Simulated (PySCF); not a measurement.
# Ionisation energy of Ho⁴⁵⁺ by level of theory

Ho⁴⁵⁺ [Ar] 3d4 (5D) → Ho⁴⁶⁺ [Ar] 3d3 (4F), as a difference of total energies. Calculation: PySCF 2.14, in an even-tempered Gaussian basis (18 s from 9.6 bohr⁻², ratio 2.5; 12 p from 12 bohr⁻², ratio 2.5; 7 d from 12 bohr⁻², ratio 2.5; 4 f from 46 bohr⁻², ratio 2.7; 3 g from 69 bohr⁻², ratio 2.7); the spin-free X2C one-electron Hamiltonian (Gaussian nucleus). Correlated levels: outer shells: [Ne] frozen; virtual orbitals above 40 to 60 times the deepest correlated orbital energy dropped. The calculations carry no spin-orbit coupling.

```csv
method,ionisation energy (eV)
UHF,3742.5
LDA,3741.6
PBE,3740.6
PBE0,3741.6
r2SCAN,3740.6
r2SCANh,3741.0
revPBE,3740.5
MP2 (outer shells),3742.9
SCS-MP2 (outer shells),3742.4
```

Spin-orbit coupling is strong in these open shells (close to jj coupling). The scalar numbers leave it out and a first-order estimate fails, so it can dominate the gap to the real levels.

Breit and QED terms and the two-electron picture change are absent.

For comparison: 3760 ± 4 eV (theoretical estimate listed by NIST; NIST Atomic Spectra Database, ionization energies).
